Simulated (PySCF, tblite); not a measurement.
Isomers of C7H8P2, one GFN2-xTB conformer each. Single-point energies are computed at PBE0/pcSseg-1 (PySCF, gas phase, no added dispersion term), electronic only.

```
         SMILES  GFN2-xTB relative energy (kJ/mol)
c1cc(C2CC2)pcp1                                2.6
c1cpc(C2CC2)pc1                                6.6
c1cpc(C2CC2)cp1                                0.0
```

Conformers: `[cH:1]1[cH:2][c:3]([CH:4]2[CH2:5][CH2:6]2)[p:7][cH:8][p:9]1` with C2–C3–C4–C5 -145°; `[cH:1]1[cH:2][p:3][c:4]([CH:5]2[CH2:6][CH2:7]2)[p:8][cH:9]1` with P3–C4–C5–C6 -146°; `[cH:1]1[cH:2][p:3][c:4]([CH:5]2[CH2:6][CH2:7]2)[cH:8][p:9]1` with P3–C4–C5–C6 35°.

Question: What does PBE0/pcSseg-1 give for the same structures?

Answer: 
```
         SMILES  PBE0/pcSseg-1 E (Eh)  PBE0/pcSseg-1 (kJ/mol)  GFN2-xTB (kJ/mol)  point group
c1cc(C2CC2)pcp1            -953.56360                     0.0                2.6           Cs
c1cpc(C2CC2)pc1            -953.56217                     3.8                6.6           Cs
c1cpc(C2CC2)cp1            -953.56010                     9.2                0.0           Cs
```

GFN2-xTB puts c1cpc(C2CC2)cp1 lowest instead; measured from each level's own lowest isomer, the values differ by up to 9.2 kJ/mol (c1cpc(C2CC2)cp1: 0.0 against 9.2). Neighbours under 10 kJ/mol apart (c1cc(C2CC2)pcp1 and c1cpc(C2CC2)pc1; c1cpc(C2CC2)pc1 and c1cpc(C2CC2)cp1) can change places with a better method, another conformer or zero-point energy.

Question: Which frontier levels, dipoles and rotational constants go with these structures?

Answer: 
```csv
SMILES,"HOMO (eV, PBE0/pcSseg-1)",LUMO (eV),dipole (D),"A, B, C (MHz)"
c1cc(C2CC2)pcp1,-6.78,-1.97,2.21,"2946, 789.0, 654.0"
c1cpc(C2CC2)pc1,-6.97,-1.98,0.43,"2239, 973.9, 716.7"
c1cpc(C2CC2)cp1,-6.79,-2.30,1.03,"2515, 851.3, 669.2"
```

Question: What happens when harmonic zero-point energies from GFN2-xTB frequencies are added?

Answer: 
```
         SMILES  ZPE (kJ/mol)  electronic (kJ/mol)  with ZPE (kJ/mol)
c1cc(C2CC2)pcp1         334.0                  0.0                0.0
c1cpc(C2CC2)pc1         333.9                  3.8                3.7
c1cpc(C2CC2)cp1         333.6                  9.2                8.8
```

The zero-point energies span 0.4 kJ/mol. The order is unchanged.

Question: As an exercise, what shares would exp(−E/RT) give at 2000 K from these electronic energies alone (no entropy, no degeneracies)?

Answer: RT = 16.629 kJ/mol: c1cc(C2CC2)pcp1 42.2 %, c1cpc(C2CC2)pc1 33.6 %, c1cpc(C2CC2)cp1 24.3 %.
